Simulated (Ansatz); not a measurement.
`N=CN=CF` and `F/C=N/[SiH3]` differ in one atom or group.

Ansatz, PBE0-D4/def2-TZVP geometries, multiplicity 1. Each molecule was computed in one conformer, which needn't be the lowest.

```json
{"property": "HOMO–LUMO gap (PBE/def2-TZVPP) / eV", "`N=CN=CF`": "3.93"}
{"property": "LUMO energy (ωB97M-V/def2-TZVPP) / eV", "`N=CN=CF`": "0.56"}
{"property": "zero-point energy (PBE0-D4/def2-TZVP) / kJ/mol", "`N=CN=CF`": "146.0"}
{"property": "HOMO energy (PBE/def2-TZVPP) / eV", "`N=CN=CF`": "-6.66"}
{"property": "LUMO energy (PBE0/def2-TZVPP) / eV", "`N=CN=CF`": "-1.69"}
{"property": "HOMO–LUMO gap (B3LYP/def2-TZVPP) / eV", "`N=CN=CF`": "6.07"}
```

(1) What does the change do to each property? (An estimate is asked.)

Answers

(1) Computed: 
```tsv
property	`F/C=N/[SiH3]`	shift
HOMO–LUMO gap (PBE/def2-TZVPP) / eV	5.05	1.12
LUMO energy (ωB97M-V/def2-TZVPP) / eV	1.63	1.07
zero-point energy (PBE0-D4/def2-TZVP) / kJ/mol	127.3	-18.7
HOMO energy (PBE/def2-TZVPP) / eV	-6.81	-0.15
LUMO energy (PBE0/def2-TZVPP) / eV	-0.64	1.05
HOMO–LUMO gap (B3LYP/def2-TZVPP) / eV	7.11	1.04
```

B3LYP here is the variant with VWN-RPA as its local correlation; programs differ in this.
